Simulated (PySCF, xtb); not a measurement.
4-sulfanylbutanal (C4H8OS), SMILES O=CCCCS.

GFN2-xTB (xtb 6.7.1) at its own geometry gives an orbital gap of 2.99 eV and a dipole moment of 4.85 D.

Geometry: PBE-D3(BJ)/def2-SVP. One conformer was computed; it need not be the lowest.

**Question.** What does PySCF with CAM-B3LYP/def2-TZVP give? (Estimate from the structure and the level; the computed values follow.)

**Answer.** gap 8.69 eV (levels -8.36 and 0.33 eV), dipole 4.16 D.
